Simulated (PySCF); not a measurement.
Isomers of C7H4N2, one GFN2-xTB conformer each. Single-point energies are computed at PBE0/pcSseg-1 (PySCF, gas phase, no added dispersion term), electronic only.

| SMILES | GFN2-xTB relative energy (kcal/mol) |
| --- | --- |
| C/C=C(\C#N)C#CC#N | 37.0 |
| N#CC1=CC=C(C#N)C1 | 0.0 |
| C#Cn1cccc1C#N | 0.1 |
| C#CC#C[C@@H](C#N)N=C | 68.7 |
| N#CC/C=C1C=C/1C#N | 59.2 |
| N#CC/C=C1C=C\1C#N | 59.6 |

Conformers: `[CH:1]#[C:2][C:3]#[C:4][C@@H:5]([C:6]#[N:7])[N:8]=[CH2:9]` with C4–C5–N8–C9 -107°; `[N:1]#[C:2][CH2:3]/[CH:4]=[C:5]1[CH:6]=[C:7]/1[C:8]#[N:9]` with C2–C3–C4–C5 111°; `[N:1]#[C:2][CH2:3]/[CH:4]=[C:5]1[CH:6]=[C:7]\1[C:8]#[N:9]` with C2–C3–C4–C5 106°.

Q: What does PBE0/pcSseg-1 give for the same structures?

A: 
```
              SMILES  PBE0/pcSseg-1 E (Eh)  PBE0/pcSseg-1 (kcal/mol)  GFN2-xTB (kcal/mol)  point group
   N#CC1=CC=C(C#N)C1            -378.10121                       0.0                  0.0          C2v
       C#Cn1cccc1C#N            -378.05011                      32.1                  0.1           Cs
   C/C=C(\C#N)C#CC#N            -378.03810                      39.6                 37.0           Cs
   N#CC/C=C1C=C/1C#N            -378.00162                      62.5                 59.2           C1
   N#CC/C=C1C=C\1C#N            -378.00127                      62.7                 59.6           C1
C#CC#C[C@@H](C#N)N=C            -377.95898                      89.2                 68.7           C1
```

Both levels put the same isomer lowest; measured from each level's own lowest isomer, the values differ by up to 32.0 kcal/mol (C#Cn1cccc1C#N: 0.1 against 32.1). As drawn, the lowest has a C=C bond outside aromatic rings, which the highest lacks; the highest has a C≡C bond and a C=N bond, which the lowest lacks. Neighbours under 2.5 kcal/mol apart (N#CC/C=C1C=C/1C#N and N#CC/C=C1C=C\1C#N) can change places with a better method, another conformer or zero-point energy. N#CC/C=C1C=C/1C#N and N#CC/C=C1C=C\1C#N are stereoisomers, 0.2 kcal/mol apart in the conformers taken.

Q: Which frontier levels, dipoles and rotational constants go with these structures?

A: 
```tsv
SMILES	HOMO (eV, PBE0/pcSseg-1)	LUMO (eV)	dipole (D)	A, B, C (MHz)
N#CC1=CC=C(C#N)C1	-7.66	-3.03	2.28	5791, 904.3, 785.9
C#Cn1cccc1C#N	-7.21	-1.42	4.29	2242, 1934, 1038
C/C=C(\C#N)C#CC#N	-8.08	-2.85	6.04	3682, 741.2, 619.3
N#CC/C=C1C=C/1C#N	-7.24	-2.83	5.40	2914, 894.4, 745.1
N#CC/C=C1C=C\1C#N	-7.24	-2.82	4.63	5190, 662.5, 640.2
C#CC#C[C@@H](C#N)N=C	-7.86	-1.52	2.10	3245, 835.9, 716.3
```
